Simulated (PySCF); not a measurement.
C₂H₄BFO.

```xyz
9

B      0.2462     0.2550     0.4089
F      1.3897     0.3926     1.0753
C      0.1962    -0.7384    -0.7997
C     -0.8940    -0.9722    -1.5398
H      1.1156    -1.2790    -1.0554
H     -0.9000    -1.6742    -2.3800
H     -1.8518    -0.4715    -1.3463
O     -0.7901     1.0011     0.8452
H     -1.5939     0.8713     0.3341
```

The structure is a stationary point at PBE0-D3(BJ)/def2-SVP. Other conformers were not sampled.

These are KT2/pcSseg-1 (PySCF) values and carry that method's errors. Non-relativistic, no solvent.

Task: Give the absolute GIAO shielding of each atom: isotropic value and principal components (ppm). (Estimate from the structure and the level; the computed values follow.)

Result: 
```tsv
atom	σ(iso)	σ11	σ22	σ33	span
B1	77.3	63.1	84.1	84.8	21.7
F2	259.3	115.4	283.2	379.3	264.0
C3	55.0	-50.3	47.0	168.3	218.5
C4	49.5	-66.7	54.7	160.6	227.3
H5	25.3	23.8	24.5	27.6	3.9
H6	25.1	22.7	24.4	28.2	5.4
H7	25.4	22.4	25.1	28.8	6.4
O8	215.9	73.1	264.3	310.3	237.2
H9	26.6	20.5	25.2	34.2	13.8
```
